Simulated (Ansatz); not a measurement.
A run for Ansatz (a first-principles code): U-CCSD(T)/def2-QZVPP on LiBe, 2S+1 = 2, a spin state set in the input, which need not be the lowest, a point of a bond scan (R = 2.598 Å). Files ending in .json are basis or fitting sets from the Basis Set Exchange.

Ansatz 0.2 input:
```yaml
crystal:
  periodic: [false, false, false]
  atoms:
    - {symbol: Li, position_ang: [0.00000000, 0.00000000, 0.00000000]}
    - {symbol: Be, position_ang: [0.00000000, 0.00000000, 2.59780700]}
basis:
  gaussian:
    orbitals: def2-QZVPP.json
    pivot_positions_ang: [[0.00000000, 0.00000000, 0.00000000], [0.00000000, 0.00000000, 2.59780700]]
magnetization: {spin_polarized: true, initial_magnetization: 1}
correlation: {method: ccsd_t, electrons: valence}
output: {orbitals: {seedname: ./end}}
```

Question: What total energy does the run end on?

Answer: -22.1336 hartree (reference determinant -22.0112, T1 diagnostic 0.049). Its determinant has ⟨S²⟩ = 0.88, a mixture of spin states.

Question: How many basis functions does it have, and what does it roughly cost on one machine?

Answer: 71 functions; roughly 18 core-seconds.
